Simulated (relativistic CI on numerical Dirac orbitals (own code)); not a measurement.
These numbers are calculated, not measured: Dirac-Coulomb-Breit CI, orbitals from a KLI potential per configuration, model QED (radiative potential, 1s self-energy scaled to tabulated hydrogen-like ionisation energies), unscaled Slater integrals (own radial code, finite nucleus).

The strongest absorption lines from the ground level of an ion, among the configurations computed and to levels below about 174 eV (vacuum wavelength in nm, gf): 15.997 (0.0059), 18.082 (0.13), 18.560 (0.82), 20.747 (0.021), 22.004 (0.18), 27.911 (0.049), 32.175 (0.071).

Which ion is it?
A. Ga¹⁷⁺
B. V⁹⁺
C. Co¹³⁺
D. Co¹⁵⁺

C. Co¹³⁺ has 14 electrons and the ground level 3s2 3p2 3P_0; the strongest line goes to 3s2 3p 3d 3P°_1. The pattern of lines fixes the number of electrons, and along that sequence the line energies rise steadily with the charge (about as its square where n changes within one kind of shell, about linearly where n is kept but much faster in heavy ions where fine structure, which grows about as Z⁴, sets the gap, and irregularly where shells cross), which fixes Z. Configurations outside the model, such as inner-shell arrays, can give stronger lines. At this charge energies of transitions that change n are usually good to better than 1 %, and those within a shell (Δn = 0) to a few per cent.

LS names give the leading component of a level, which can be under half, so a name can repeat, a term be missing and a line seem to break the LS rules.
